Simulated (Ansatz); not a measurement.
Gas-phase electronic energies from Ansatz, PBE0-D4/def2-TZVP geometries. CBS: MP2 limit from def2 TZ/QZ plus the TZ coupled-cluster correction, frozen cores. This one scheme is used for every species. Functionals use def2-TZVPP. One conformer a species, not always the lowest.

Reaction (substitution at a C–O bond): `FCOC(F)C(F)F` + H–F → `FC(F)C(F)F` + `OCF`

CCSD(T)/CBS gives +20.9 kJ/mol.

Another level gave +7.8 kJ/mol. Which?
A. HF/def2-TZVPP
B. PBE0/def2-TZVPP
C. CCSD(T)/def2-TZVPP
D. ωB97M-V/def2-TZVPP

B. PBE0 7.8, HF/def2-TZVPP 3.2, CCSD(T)/def2-TZVPP 18.6, ωB97M-V 12.4 kJ/mol.

Largest T1 diagnostic among the species: 0.012.

In def2-TZVPP, CCSD(T) changes the Hartree–Fock value by +15.4 kJ/mol (the triples alone add +2.1 kJ/mol) and MP2 by +19.1 kJ/mol. From PBE to PBE0 (25 % exact exchange), in def2-TZVPP and without D4, ΔE moves by +3.0 kJ/mol. The D4 term adds +7.1 kJ/mol with B3LYP and +4.2 kJ/mol with PBE0; it sums over pairs of atoms, weighted by their polarisabilities, and B3LYP, whose exchange is more repulsive, gets the larger term.

B3LYP here is the variant with VWN-RPA as its local correlation; programs differ in this.
